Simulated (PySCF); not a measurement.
Compound: CH10O2PSi3 (doublet state).
Geometry (GFN2-xTB, Å), atoms numbered from 1 in this order:
```
atom  x, y, z in Å
Si1    2.0832    1.2117    0.6406
O2     1.9136   -0.0648   -0.3621
Si3    1.1484   -1.3349   -0.9913
C4    -0.3731   -1.7301    0.0998
O5    -0.9409   -0.5556    0.6258
Si6   -1.9601    0.4616   -0.0977
P7    -2.1632    1.9626    1.5173
H8     2.1931    0.6951    2.0016
H9     0.9315    2.0959    0.4685
H10    3.3273    1.8153    0.1668
H11    0.7269   -0.9479   -2.3366
H12    2.0809   -2.4574   -0.9600
H13   -1.1317   -2.2904   -0.4553
H14   -0.0873   -2.3432    0.9603
H15   -1.4326    1.0183   -1.3541
H16   -3.2131   -0.2274   -0.4529
H17   -3.1099    2.7031    0.8184
```

The hyperfine couplings belong to this conformer and change with its torsions.

Identity: `[SiH3]O[SiH2]CO[SiH2][PH]` [radical].

Computed, not measured: UKS B3LYP, pcH-1 on C H O P Si, non-relativistic, mean-field spin-orbit, GIAO (PySCF 2.14.0). One conformer (not necessarily the lowest) at the GFN2-xTB geometry, without solvent, vibrations or thermal averaging. The geometry wasn't refined by DFT: couplings that depend on bond lengths, twists or pyramidal angles can differ widely from those at the functional's own minimum, by a factor of two or more for some ions and for spin on atoms past the first row. No stability test was run, so a lower SCF solution isn't excluded.

**Question.** Break the g tensor into its mass correction, gauge correction and orbital-Zeeman/spin–orbit terms.

**Answer.** 
| Δg (ppt) | 1 | 2 | 3 |
| --- | --- | --- | --- |
| relativistic mass correction | -0.16 | -0.16 | -0.16 |
| gauge correction | -0.01 | 0.04 | 0.03 |
| orbital Zeeman/spin–orbit | 0.10 | 6.82 | 19.76 |
| total | -0.07 | 6.70 | 19.64 |

So g = 2.00225, 2.00902, 2.02196 and g_iso = 2.01107; the tensor is rhombic: the two nearest values differ by 34 % of g3 − g1. 

**Question.** Average each term over the three axes. Which is largest in size?

**Answer.** The orbital-Zeeman/spin–orbit term 8.89, the mass correction -0.16 and the gauge correction 0.02 ppt, for a total of 8.76 ppt. The orbital-Zeeman/spin–orbit term is the largest in size. The mass correction is the same along every axis, so the anisotropy comes from the other two: their spans along these axes are 0.05 (gauge) and 19.66 ppt (orbital Zeeman/spin–orbit).

**Question.** What effective moment and Curie constant follow for a powder?

**Answer.** With the mean of g² = 4.0445 and S(S+1) = 0.75: μ_eff = √(⟨g²⟩S(S+1)) = 1.742 μB and χT = 0.12505·⟨g²⟩·S(S+1) = 0.379 cm³ K/mol (cgs; spin-Hamiltonian part alone).

**Question.** At 9.329 GHz, how far is the centre of the isotropic spectrum from where a free electron (g = 2.002319) resonates?

**Answer.** B = hν/(g μB) with μB/h = 13.99624 MHz/mT gives 332.88 mT for the free electron and 331.43 mT at g_iso, 1.45 mT lower.

**Question.** In a frozen sample, at which fields do the three g values resonate at 9.5, 34, 94 and 263 GHz (hyperfine left aside), and which band first spreads them over more than twice a line width of 0.3 mT?

**Answer.** 
```csv
band,GHz,B(g3) mT,B(g2) mT,B(g1) mT,spread mT
X,9.5,335.69,337.85,339.00,3.30
Q,34.0,1201.42,1209.16,1213.25,11.82
W,94.0,3321.58,3342.97,3354.27,32.69
J,263.0,9293.35,9353.22,9384.81,91.46
```

The spread grows in proportion to the frequency. X band is the first where it exceeds 0.6 mT.

The largest Mulliken spin population is on P7 (+1.00).

The HOMO–LUMO gaps are 6.41 eV among the α and 3.77 eV among the β orbitals.

On Arm Neoverse V1, one thread (shared host), this took 2.7 min wall (with the writing of density and orbital grids) and 1.2 GiB of memory at its peak.
